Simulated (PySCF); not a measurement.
**Question.** What does the GFN2-xTB structure of `O=S(=O)([O-])[C@H]1[C@H](F)C1` look like in three dimensions? (Charge -1.)

**Answer.** 
```xyz
12
C3H4FO3S angstrom
O      1.4951   -2.0308    0.3951
S      1.4870   -0.6457   -0.0602
O      1.2890   -0.4934   -1.4993
O      2.5684    0.1659    0.4836
C     -0.0393    0.0587    0.6617
C     -1.2535   -0.3174   -0.1205
C     -0.6662    1.0495   -0.2324
F     -1.3917    2.0999    0.2999
H     -0.0554    0.1653    1.7326
H     -2.2052   -0.4203    0.3841
H     -1.0833   -0.9925   -0.9453
H     -0.1436    1.3603   -1.1253
```

Orientation and origin are arbitrary. Atoms count from 1 in this order. All 3 O–S bonds measure 1.457 to 1.461 Å. S2 (sulfonyl sulfur) is distorted tetrahedral (angles from 103.6° to 114.2°). Of the pairs four or more bonds apart, O3···H12 is among the closest relative to their van der Waals radii: 2.37 Å, 87 % of the sum of Bondi's values. The 3-membered ring C5–C6–C7 has internal angles of 59.2° to 60.4°.

Bonds between heavy atoms (Å): O1=S2 1.458, S2=O3 1.461, S2–O4 1.457, S2–C5 1.829, C5–C6 1.493, C6–C7 1.492, C7–F8 1.383, C5–C7 1.475.

Computed geometry: GFN2-xTB, gas phase.

Point group: C1 (no symmetry element, even within 0.4 Å). GFN2-xTB frequencies: not computed here. Torsions: O1–S2–C5–C6 -79°.

One conformer stands for the species.
